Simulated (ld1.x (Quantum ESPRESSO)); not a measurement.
## What one change does to a pseudopotential (thallium (Tl), PAW)

```
Element                 : Tl
Generator               : ld1.x (Quantum ESPRESSO) 7.5
Type                    : PAW
Functional              : PBE
Relativity              : scalar-relativistic
Frozen core             : [Xe] 4f14
Valence charge          : 13
Reference configuration : 5d10 6s2 6p0.75 (charge +0.25)
Partial waves           : 6s (bound): rcut 1.95, rcutus 2.20 bohr; 6s channel at -0.25 Ry: rcut 1.95, rcutus 2.20 bohr; 6p (bound): rcut 2.40, rcutus 2.65 bohr; 6p channel at 3.65 Ry: rcut 2.40, rcutus 2.65 bohr; 5d (bound): rcut 0.95, rcutus 1.35 bohr; 5d channel at -0.25 Ry: rcut 0.95, rcutus 1.35 bohr
Local potential         : all-electron potential smoothed inside 1.55 bohr (lloc = -2)
Core correction         : a·sin(br)/r model core, default radius (ld1.x builds one for every PAW set, though the input has nlcc=.false.)
Augmentation charge     : PSQ, inside the norm-conserving radii
```

Change: core correction a·sin(br)/r model core inside 1.06 bohr.

Cutoffs: the cutoffs (Ry, on a coarse ladder) from which the occupation-weighted sum of valence levels, in a spherical-Bessel basis at the reference potential, stays within 10 and 1 mRy of its value at 400 Ry; they do not see the model core or the augmentation charge, which bear on the density cutoff. Errors are all-electron minus pseudo energies relative to the spin-unpolarised reference configuration.

Q: What does the change do?

A: The potential gets neither clearly harder nor softer (60 Ry and 110 Ry → 60 Ry and 110 Ry); of the 7 tests that both files solve, the error grows in 4 and shrinks in 0 by more than 15 % and 0.3 meV (median size 1.5 → 2.2 meV); neither file shows a bound ghost. The default core radius of the base comes out at 0.93 bohr. A wider model core is smoother and lowers the density cutoff, which this test does not measure.

```tsv
quantity	base	changed
cutoff, loose	60 Ry	60 Ry
cutoff, tight	110 Ry	110 Ry
bound ghosts	none	none
error for 5d10 6s2 6p1, meV [ΔE -0.76 eV]	+0.3	+0.2
error for 5d10 6s2 6p0, meV [ΔE 4.41 eV]	-1.6	-1.6
error for 5d10 6s1 6p0, meV [ΔE 25.19 eV]	-1.5	-11
error for 5d10 6s1 6p1, meV [ΔE 12.69 eV]	-2.8	-4.1
error for 5d9 6s2 6p2, meV [ΔE 13.96 eV]	-34	-41
error for 5d10 6s2 6p1.3, meV [ΔE -1.25 eV]	+0.6	+0.3
error for 5d10 6s1 6p2, meV [ΔE 6.65 eV]	-1.1	-2.2
s: phases at 2.89 bohr within 0.05 rad from the reference energy up to (Ry; the scan ends near 5)	1.2	1.1
p: phases at 2.89 bohr within 0.05 rad from the reference energy up to (Ry; the scan ends near 5)	4.5	4.5
d: phases at 2.89 bohr within 0.05 rad from the reference energy up to (Ry; the scan ends near 5)	to the end of the scan	to the end of the scan
lowest overlap eigenvalue by channel	s 0.37, p 0.71, d 0.01	s 0.37, p 0.71, d 0.01
```
